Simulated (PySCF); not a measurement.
thiourea (CH4N2S), SMILES NC(N)=S. Atoms are numbered in the order given.

```xyz
8

N     -0.0578    -1.1562    -1.0536
C      0.0000     0.0000    -0.3161
N      0.0578     1.1562    -1.0536
S      0.0000     0.0000     1.3557
H      0.3054    -1.1706    -2.0095
H      0.0546    -2.0135    -0.5129
H     -0.3054     1.1706    -2.0095
H     -0.0546     2.0135    -0.5129
```

The structure is a stationary point at PBE-D3(BJ)/def2-SVP. The values are those of a single conformer.

Calculation: PySCF with PBE/def2-TZVPD.

Symmetry labels are those of the subgroup C2 that the program uses (full group C2).

Computed valence orbital energies around the gap with their symmetry:
```json
[
 {"orbital": "HOMO−7", "symmetry": "B", "energy (eV)": "-13.80"},
 {"orbital": "HOMO−6", "symmetry": "A", "energy (eV)": "-13.35"},
 {"orbital": "HOMO−5", "symmetry": "B", "energy (eV)": "-11.82"},
 {"orbital": "HOMO−4", "symmetry": "B", "energy (eV)": "-10.03"},
 {"orbital": "HOMO−3", "symmetry": "A", "energy (eV)": "-9.06"},
 {"orbital": "HOMO−2", "symmetry": "A", "energy (eV)": "-6.93"},
 {"orbital": "HOMO−1", "symmetry": "B", "energy (eV)": "-5.42"},
 {"orbital": "HOMO", "symmetry": "B", "energy (eV)": "-4.97"},
 {"orbital": "LUMO", "symmetry": "B", "energy (eV)": "-1.43"},
 {"orbital": "LUMO+1", "symmetry": "A", "energy (eV)": "-0.88"},
 {"orbital": "LUMO+2", "symmetry": "B", "energy (eV)": "0.20"},
 {"orbital": "LUMO+3", "symmetry": "A", "energy (eV)": "0.43"}
]
```
